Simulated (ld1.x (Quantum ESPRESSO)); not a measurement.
**Scattering properties, ultrasoft potential for iron (Fe)**

ld1.x (Quantum ESPRESSO) 7.5 input, shortened:

```
&input
   title='Fe', zed=26., rel=1, dft='PBE', iswitch=3,
   config='[Ar] 3d6 4s1.5 4p0.5'
 /
 &inputp
   pseudotype=3, tm=.true., lloc=-1, rcloc=3.40,
   nlcc=.false.,
   which_augfun='PSQ', rmatch_augfun=1.40
 /
6
4S  1  0   1.50   0.00  2.35  2.90  0.0
4S  1  0   0.00  -0.05  2.35  2.90  0.0
4P  2  1   0.50   0.00  2.70  3.50  0.0
4P  2  1   0.00   1.00  2.70  3.50  0.0
3D  3  2   6.00   0.00  1.25  1.50  0.0
3D  3  2   0.00   0.05  1.25  1.50  0.0
 &test
   configts(1)='3d6 4s1.5 4p0.5'
 /
```

The phase is arctan(r·u′/u) with u = r·R(r), unwrapped; energies in Ry, scanned from -3 to 5 Ry. A pole is an energy at which the radial function vanishes at the test radius. The pseudo phase is shifted by a multiple of π to meet the all-electron one at the reference energy, and phase errors are pseudo minus all-electron; the curves can meet again beyond the range given. Levels narrower than the energy grid can be missing from the lists of poles.

```json
{"channel": "s", "radius (bohr)": "3.80", "reference energy (Ry)": "-0.43", "poles, all-electron": "-0.07, 3.20", "poles, pseudo": "-0.07, 2.94", "unbroken range about the reference energy with phases within 0.05 rad": "below 3.3", "phase error 1 Ry above the reference energy (rad)": "-0.000"}
{"channel": "p", "radius (bohr)": "3.80", "reference energy (Ry)": "-0.13", "poles, all-electron": "0.53, 3.88", "poles, pseudo": "0.53, 3.41", "unbroken range about the reference energy with phases within 0.05 rad": "below 1.8", "phase error 1 Ry above the reference energy (rad)": "-0.000"}
{"channel": "d", "radius (bohr)": "3.80", "reference energy (Ry)": "-0.62", "poles, all-electron": "-0.60, 1.62", "poles, pseudo": "-0.60, 1.64", "unbroken range about the reference energy with phases within 0.05 rad": "below 2.7", "phase error 1 Ry above the reference energy (rad)": "+0.000"}
```

Phases in the p channel:

```csv
E (Ry),all-electron,pseudo
-3.00,1.411,1.411
-2.52,1.395,1.395
-2.04,1.372,1.371
-1.56,1.337,1.336
-1.08,1.271,1.270
-0.60,1.091,1.090
-0.12,-0.415,-0.415
0.36,-1.489,-1.489
0.84,-1.674,-1.674
1.32,-1.842,-1.843
1.80,-2.413,-2.460
2.28,-4.197,-4.275
2.76,-4.534,-4.578
3.24,-4.639,-4.685
3.72,-4.697,-4.763
4.20,-4.742,-4.871
4.68,-4.787,-5.300
```
